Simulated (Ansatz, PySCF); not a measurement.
Gas-phase reaction in SMILES: COC(C)(F)F [1,1-difluoro-1-methoxyethane] + 5 [H][H] (H2) -> 3 C (CH4) + 2 F (HF) + O (H2O)
Each molecule is optimised on its own at B3LYP-D3(BJ)/def2-TZVP (Ansatz, an electronic-structure program), one conformer each, not searched for the lowest.
Geometry of the first species:
```
C
F 1 1.3569
O 1 1.3657 2 105.26
F 1 1.3824 2 106.05 3 -116.13
C 3 1.4267 1 116.69 2 -177.52
H 5 1.0867 3 105.77 1 171.09
H 5 1.0909 6 109.43 3 119.76
H 5 1.0927 6 109.11 7 120.34
C 1 1.5112 2 109.88 3 126.46
H 9 1.0881 1 108.96 2 55.27
H 9 1.0883 10 108.78 1 -120.67
H 9 1.0888 10 109.55 11 -119.79
```
Charge 0, spin multiplicity 1.

Quantity: energy of full hydrogenation (enthalpy at 298 K, with B3LYP-D3(BJ) rigid-rotor harmonic-oscillator terms from PySCF), in eV. Correlated levels leave the core frozen unless marked. Spin-orbit coupling is left out. Non-relativistic. Basis-set limits of correlation are two-point, X^-3; Hartree-Fock from the larger set. The bracket is a focal-point correction in the basis named.

| level | program | energy of full hydrogenation (eV) |
|---|---|---|
| SVWN5/def2-TZVPD | Ansatz | -2.76 |
| PBE-D4/def2-TZVPD | Ansatz + dftd4 | … |
| r2SCAN-D3(BJ)/def2-TZVPD | Ansatz + dftd3 | -2.87 |
| B3LYP-D3(BJ)/def2-TZVPD | Ansatz + dftd3 | -3.14 |
| B3LYP/def2-TZVPD | Ansatz | -3.32 |
| BHLYP-D3(BJ)/def2-TZVPD | Ansatz + dftd3 | … |
| r2SCANh-D4/def2-TZVPD | Ansatz + dftd4 | -2.96 |
| CAM-B3LYP/def2-TZVPD | Ansatz | … |
| LC-wPBE-D3(BJ)/def2-TZVPD | Ansatz + dftd3 | -3.20 |
| LC-wPBE/def2-TZVPD | Ansatz | -3.30 |
| SCS-MP2/cc-pVDZ | Ansatz | -2.86 |
| CCSD/STO-3G | Ansatz | 0.27 |
| RI-MP2/CBS(cc-pVTZ,cc-pVQZ)+[CCSD(T)-MP2]/cc-pVTZ | Ansatz | -3.33 |

### Question
What belongs in the gaps?

### Answer

- PBE-D4/def2-TZVPD, energy of full hydrogenation (eV): -3.03
- BHLYP-D3(BJ)/def2-TZVPD, energy of full hydrogenation (eV): -3.25
- CAM-B3LYP/def2-TZVPD, energy of full hydrogenation (eV): -3.19
